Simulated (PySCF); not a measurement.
CH9GeNSi, SMILES C[SiH2][NH][GeH3].

Geometry: PBE0-D3(BJ)/def2-SVP. This is a generated structure with no PubChem entry under its InChIKey; it may be hypothetical. One conformer was computed; it need not be the lowest.

Vertical ionisation energy (IE) and electron affinity (EA) in eV. Rows of orbital energies are one-electron estimates. Where ΔSCF, EOM or ADC give a negative EA the extra electron is unbound and the value depends on the basis.

```tsv
level	IE	EA
−ε(HOMO), −ε(LUMO), PBE0/def2-TZVP (PySCF)	___	___
−ε(HOMO), −ε(LUMO), PBE/def2-TZVP (PySCF)	5.76	0.55
```

**Question.** Fill in the missing entries. (Estimate from the structure and the level; the computed values follow.)

**Answer.** 
- −ε(HOMO), −ε(LUMO), PBE0/def2-TZVP (PySCF), IE: 7.10
- −ε(HOMO), −ε(LUMO), PBE0/def2-TZVP (PySCF), EA: -0.30
